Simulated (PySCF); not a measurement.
# Electric properties by functional and basis

CH9GeNOSi.
Geometry (PBE0-D3(BJ)/def2-SVP, Å), atoms numbered from 1 in this order:
```xyz
14
CH9GeNOSi angstrom
C     -2.2371   -0.6456    0.2798
N     -1.5943    0.4880    0.8966
Si    -0.0588    1.1160    0.4582
O      1.2324    0.1652    0.8982
Ge     2.6652   -0.5211    0.1096
H     -3.3315   -0.5136    0.2258
H     -1.8812   -0.7557   -0.7572
H     -2.0411   -1.6068    0.7925
H     -1.9488    0.7150    1.8191
H      0.0636    2.4291    1.1528
H     -0.0273    1.2495   -1.0331
H      2.3914   -0.6457   -1.4032
H      3.8618    0.4126    0.3670
H      2.8979   -1.9004    0.7452
```

PySCF, dipoles from the SCF density, polarisabilities from static response with core orbitals frozen. Isolated species at its PBE0-D3(BJ)/def2-SVP geometry (one conformer only). Relativistic effects, spin–orbit coupling among them, are left out although an element past zinc is present.

The anisotropy is √(½[(α1 − α2)² + (α2 − α3)² + (α3 − α1)²]).

```csv
level,μ (D),α (Å³),anisotropy (Å³)
LDA/def2-SVPD,0.923,13.14,3.46
PBE/def2-SVPD,0.898,12.85,3.38
B3LYP/def2-SVPD,0.861,12.27,2.80
PBE0/def2-SVPD,0.870,12.15,2.78
BHandHLYP/def2-SVPD,0.852,11.63,2.33
CAM-B3LYP/def2-SVPD,0.871,12.01,2.52
wB97X-D/def2-SVPD,0.887,12.00,2.54
LC-wPBE/def2-SVPD,0.891,11.70,2.40
HF/def2-SVPD,0.850,10.95,1.87
PBE0/6-31G*,0.942,9.79,2.63
PBE0/def2-SVP,0.915,10.38,2.48
PBE0/aug-cc-pVDZ,0.854,12.44,2.92
PBE0/def2-TZVP,0.897,11.62,2.75
PBE0/def2-TZVPD,0.885,12.31,2.82
```

The dipole runs from 0.85 D (HF/def2-SVPD) to 0.94 D (PBE0/6-31G*). No reference polarisability is at hand; against PBE0 in the largest diffuse basis at hand (def2-TZVPD) the other PBE0 rows deviate by 6-31G* -21%, def2-SVP -16%, def2-SVPD -1%, aug-cc-pVDZ +1%, def2-TZVP -6%. In one basis (def2-SVPD) the functionals order the polarisability from HF (lowest) to LDA (highest), a spread of 20%. With PBE0 the polarisability is 10.60 Å³ without diffuse functions (mean of 6-31G*, def2-SVP and def2-TZVP) and 12.30 Å³ with them (mean of def2-SVPD, aug-cc-pVDZ and def2-TZVPD).

Without π bonds the low states are Rydberg-like; a valence basis with one diffuse set may place them up to an eV too high.
